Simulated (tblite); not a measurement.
A structure optimised at GFN2-xTB (Å):
```
atom  x, y, z in Å
N1     3.7017   -0.0364    0.3740
C2     2.5595   -0.0201    0.2597
C3     1.1560   -0.0083    0.1174
P4     0.4887   -1.6200   -0.0725
C5    -1.2156   -1.3858   -0.2306
P6    -2.2924   -0.0315   -0.2430
C7    -1.2180    1.3240   -0.0293
F8    -1.9114    2.5011   -0.0142
P9     0.4851    1.6094    0.1713
H10   -1.7448   -2.3277   -0.3553
```

Neutral, closed shell.

Task: Read off the bonds between heavy atoms and their formal orders.

Result: N1–C2 1.15 Å (triple); C2–C3 1.41 Å (single); C3–P4 1.75 Å (aromatic); P4–C5 1.73 Å (aromatic); C5–P6 1.73 Å (aromatic); P6–C7 1.74 Å (aromatic); C7–F8 1.37 Å (single); C7–P9 1.74 Å (aromatic); C3–P9 1.75 Å (aromatic). Bonds to hydrogen (Å): C5–H10 1.09. The orders are those of one drawing; other resonance forms can be drawn.

Task: Give the structure as a SMILES string.

Result: `N#Cc1pcpc(F)p1`, C4HFNP3. Among its features: nitrile and C–F bond.

Task: Name the point group.

Result: Cs (tolerance 0.08 Å).

Task: Which rings does it hold (smallest set)?

Result: C3–P4–C5–P6–C7–P9 (6 members, 0.00 Å rms from planarity).

Task: Describe the place of each heavy atom.

Result: N1: nitrile nitrogen; C2: nitrile carbon; C3: substituted aromatic carbon; P4: phosphorus bonded to 2 C; C5: aromatic CH carbon; P6: phosphorus bonded to 2 C; C7: aromatic C–F carbon; F8: aryl fluorine; P9: phosphorus bonded to 2 C.

Task: What is the arrangement about P6?

Result: It has 2 neighbours (C5, C7) and is bent (angle 103.0°).

Task: What is the arrangement about P4?

Result: It has 2 neighbours (C3, C5) and is bent (angle 105.1°).

The numbers are calculated, not measured.
